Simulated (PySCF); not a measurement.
CH6AlClFN.
Cartesian coordinates in Å at the GFN2-xTB level; atoms count from 1:
```
atom  x, y, z in Å
C1     1.651   -0.376    0.068
Al2    0.126    0.873   -0.186
N3    -1.555   -0.388    0.070
F4    -0.346    1.198   -1.756
Cl5   -0.257    2.331    1.205
H6     1.676   -0.832    1.059
H7     1.654   -1.189   -0.659
H8     2.613    0.130   -0.047
H9    -2.372    0.189   -0.120
H10   -1.668   -0.820    0.981
H11   -1.517   -1.115   -0.639
```

Vertical excitations from PySCF (density fitting, frozen core in the response, grid level 2 and gas phase unless stated; continuum runs use non-equilibrium linear response for the excitations) on a GFN2-xTB geometry. Reference run:

| settings | S1, eV (f) | S2, eV (f) | S3, eV (f) | S4, eV (f) | S5, eV (f) | S6, eV (f) | T1, eV (Tamm–Dancoff) | mean α (au) |
| --- | --- | --- | --- | --- | --- | --- | --- | --- |
| PBE0/def2-SVPD, full TDDFT, 6 singlets | 6.45 (0.069) | 7.40 (0.026) | 7.51 (0.027) | 7.60 (0.102) | 8.21 (0.000) | 8.24 (0.013) | 6.28 | 60.5 |

Problem. What do these settings give: (1) BLYP/def2-SVPD, TDA, 25 singlets; (2) wB97X-D/3-21G, IEF-PCM acetone, energy threshold 1e-06 Eh, full TDDFT, 12 singlets; (3) PBE0/def2-SVPD, IEF-PCM dichloromethane, grid level 3, full TDDFT, 25 singlets?

Solution. 
```tsv
settings	S1, eV (f)	S2, eV (f)	S3, eV (f)	S4, eV (f)	S5, eV (f)	S6, eV (f)	T1, eV (Tamm–Dancoff)	mean α (au)
BLYP/def2-SVPD, TDA, 25 singlets	5.30 (0.050)	6.04 (0.012)	6.17 (0.025)	6.76 (0.094)	7.10 (0.055)	7.15 (0.006)	5.18	64.4
wB97X-D/3-21G, IEF-PCM acetone, energy threshold 1e-06 Eh, full TDDFT, 12 singlets	8.31 (0.242)	9.21 (0.037)	9.32 (0.057)	9.40 (0.151)	9.64 (0.058)	9.97 (0.091)	–	45.9
PBE0/def2-SVPD, IEF-PCM dichloromethane, grid level 3, full TDDFT, 25 singlets	6.82 (0.138)	7.77 (0.060)	7.97 (0.102)	8.04 (0.032)	8.32 (0.015)	8.38 (0.058)	6.55	75.5
```

(1) S1 moves by -1.15 eV; functional and response scheme change together, so the shift can't be laid on one. (2) S1 moves by +1.86 eV; functional, basis and environment change together, so the shift can't be laid on one. (3) S1 moves by +0.37 eV. States are counted by energy in each run and needn't keep their character from row to row.

Problem. Which orbital pairs make up S1 in each run, and how does it sit against the orbital gap?

Solution. 
| settings | S1 configurations (weight) | S1 (eV) | orbital gap (eV) | S1 − gap (eV) |
| --- | --- | --- | --- | --- |
| PBE0/def2-SVPD, full TDDFT, 6 singlets | H→L 0.99 | 6.45 | 7.42 | -0.97 |
| BLYP/def2-SVPD, TDA, 25 singlets | H→L 0.99 | 5.30 | 5.22 | +0.08 |
| wB97X-D/3-21G, IEF-PCM acetone, energy threshold 1e-06 Eh, full TDDFT, 12 singlets | H→L 0.96 | 8.31 | 12.84 | -4.53 |
| PBE0/def2-SVPD, IEF-PCM dichloromethane, grid level 3, full TDDFT, 25 singlets | H→L 0.98 | 6.82 | 7.86 | -1.04 |

Geometry: GFN2-xTB; no vibrations or thermal averaging.

wB97X-D is run here without its empirical dispersion term; that term would change no orbital, density or response property at a fixed geometry.
